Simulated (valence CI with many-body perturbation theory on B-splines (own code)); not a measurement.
# Questions on In XI

Calculated by configuration interaction combined with many-body perturbation theory (CI+MBPT): three valence electrons over a frozen Dirac-Fock core [Kr], radial functions for each j: 7 s, 7 p, 8 d, 6 f, 4 g, 1 h, with the one-electron correlation potential Σ1 (screened to all orders), the two-electron term Σ2, the three-electron term Σ3, Breit, model QED; selected single and double excitations, second order for the rest, scaled by the run's own slope (own B-spline code, finite nucleus).

No measured levels were compared; by estimate terms of the open shell hold to 2 to 4 % of their energy, and close levels can change places. The list stops below the first excitations out of the core. Only levels of the ground parity were solved; by the run's estimate the other parity begins above the list, which can be wrong where configurations are misplaced.

Names give the largest LS component (configuration and term), which can be under half, so a name can repeat, a term be missing and a line seem to break the LS rules; names also repeat where a configuration has a term twice.

Rates and lifetimes use the calculated energies. Strong lines usually hold to 10 to 20 %, long lifetimes can be off by a factor of two.

Task: What is the ground level?

Result: 4d³ ⁴F_3/2, composition 93 % 4d³ ⁴F + 6 % 4d³ ²D, g = 0.429.

Task: What is the ionisation energy?

Result: 202.39 eV; NIST lists 201 ± 2.4 eV (theoretical).

Task: How is the term ⁴F of the ground level split?

Result: J = 3/2 at 0.0, J = 5/2 at 4717, J = 7/2 at 9565, J = 9/2 at 13954 cm⁻¹.

Task: How well does LS coupling describe the low levels?

Result: Among the lowest 19 levels the leading LS term, summed over configurations, holds 83 % on average. For single configurations the figures are 83 % in LS and 71 % in jj coupling. Terms mix most in the J = 9/2 level at 40466 cm⁻¹, where the leading one holds 50 %.
